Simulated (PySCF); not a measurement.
**How methods differ on the ionisation energy of Ca(2+)**

Ca(2+) [Ar] (1S) → Ca(3+) [Ne] 3s2 3p5 (2P), as a difference of total energies. Calculation: PySCF 2.14, in x2c-TZVPall (6s5p3d, 36 functions); the spin-free X2C one-electron Hamiltonian (Gaussian nucleus). Correlated levels: valence: [Ne] 3s2 frozen. The calculations carry no spin-orbit coupling.

```
           method  ionisation energy (eV)
              UHF                  49.752
             BP86                  50.959
              LDA                  51.139
    MP2 (valence)                  50.972
SCS-MP2 (valence)                  50.904
   CCSD (valence)                  50.941
CCSD(T) (valence)                  50.959
```

How much does correlation contribute at CCSD(T) (valence)?

50.959 − (49.752) = 1.207 eV, measured against UHF.

The reference lies between the lowest fine-structure levels, while these numbers refer to the centres of the terms.

Errors of the correlated levels include the incompleteness of this basis and the frozen core.

For comparison: 50.913 eV (measured; NIST Atomic Spectra Database, ionization energies).
